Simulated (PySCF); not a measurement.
CH5ClFNSi2, SMILES F[Si@@H]1CN[Si@H]1Cl.

The structure is a stationary point at B3LYP-D3(BJ)/def2-SVP. The structure was generated by enumeration; whether it is a known compound was not checked.

Two levels are set side by side: TDDFT-PBE/def2-SVPD (PySCF) and TDDFT-PBE0/def2-SVPD (PySCF). Vertical, same geometry. The lowest singlet is HOMO→LUMO 96 % with PBE and HOMO→LUMO 96 % with the other functional; states are paired by order. Differences are taken from unrounded values.

```
quantity                               TDDFT-PBE0  TDDFT-PBE  TDDFT-PBE minus TDDFT-PBE0
-------------------------------------  ----------  ---------  --------------------------
lowest singlet excitation (eV)               5.42       4.70                       -0.72
lowest triplet excitation (TDA) (eV)         4.85       4.26                       -0.59
first bright state (f over 0.05) (eV)        6.62       6.04                       -0.57
its oscillator strength                      0.12       0.07                       -0.05
```

A lower first singlet is the usual sign of a functional without exact exchange. Differences between two approximate levels are no errors against the true value.

Rough cost on one machine, each run with all the roots and properties that it gave: TDDFT-PBE0 against TDDFT-PBE about 4 times.
